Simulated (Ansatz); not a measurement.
`N=[C](F)[GeH3]` + H₂S → `N=C(F)S` + GeH₄  (substitution at a C–Ge bond)

Computed with Ansatz on PBE0-D4/def2-TZVP structures; ΔE is electronic, products minus reactants. CCSD(T)/CBS is the MP2 limit (def2-TZVPP, def2-QZVPP) plus CCSD(T) − MP2 in def2-TZVPP, frozen cores. This one scheme is used for every species. Functionals use def2-TZVPP. For Ge outer-core shells are correlated without core-valence functions, which leaves a few kJ/mol of doubt a bond. Scalar relativity is left out up to krypton. Each species was taken in one conformer, which may not be the lowest.

```tsv
level	ΔE (eV)
PBE-QIDH	0.15
RPA@PBE/def2-TZVPP	0.24
```

Task: What does CCSD(T)/CBS give? (An estimate is asked.)

Result: Computed: +0.23 eV. The listed levels differ from it by -0.08, 0.01 eV.

Largest T1 diagnostic among the species: 0.014.

From BLYP to BHLYP (50 % exact exchange), in def2-TZVPP and without D4, ΔE moves by +0.04 eV. At CCSD(T), def2-SVP lies −0.08 eV from the extrapolated value and def2-TZVPP +0.01 eV.
